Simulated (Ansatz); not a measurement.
H$_{6}$BP$_{3}$, singlet, at a GFN2-xTB geometry; B3LYP/def2-SVP (Ansatz, an electronic-structure program).

Ansatz was given this input:
Ansatz 0.2 input:
```yaml
crystal:
  periodic: [false, false, false]
  atoms:
    - {symbol: B, position_ang: [-0.04315281, -0.01312361, -0.00850091]}
    - {symbol: P, position_ang: [1.24820691, -0.94051147, -1.02530328]}
    - {symbol: H, position_ang: [2.12685527, -1.28227728, -0.01239817]}
    - {symbol: H, position_ang: [1.98565892, 0.13617170, -1.48543529]}
    - {symbol: P, position_ang: [-0.47106371, -0.63310885, 1.71621743]}
    - {symbol: H, position_ang: [-0.43311278, -1.99393306, 1.47347422]}
    - {symbol: H, position_ang: [-1.85087757, -0.53957274, 1.69079568]}
    - {symbol: P, position_ang: [-0.69685382, 1.63516335, -0.63934784]}
    - {symbol: H, position_ang: [-2.05214025, 1.48229857, -0.40888612]}
    - {symbol: H, position_ang: [-0.76496037, 1.33978540, -1.98854036]}
basis:
  gaussian:
    orbitals: def2-SVP
hamiltonian:
  xc: b3lyp
```

Output, abridged:

```
Functional definition: B3LYP
935 factors; integrals over basis functions are off by at most 1.2e-3 eV
mean field evaluation 1: about -28630.7741 eV, gradient 2.1e1 eV
mean field evaluation 2: about -28630.0378 eV, gradient 2.6e1 eV
mean field evaluation 4: about -28632.3633 eV, gradient 6.2e-1 eV
mean field evaluation 8: about -28632.4616 eV, gradient 6.7e-2 eV
mean field evaluation 16: about -28632.4616 eV, gradient 3.9e-5 eV
mean field -28632.46159204 eV, -1052.2235557279 hartree, gradient 3.9e-5 eV, S^2 0.000000; 0 other end points of the search recorded, 0 dependent functions left out
reference -28632.46183638 eV, -1052.2235647073 hartree; 28, 28 occupied and 70, 70 virtual orbitals, 935 factors
Total energy: -28632.46183638 eV, -1052.2235647073 hartree
```
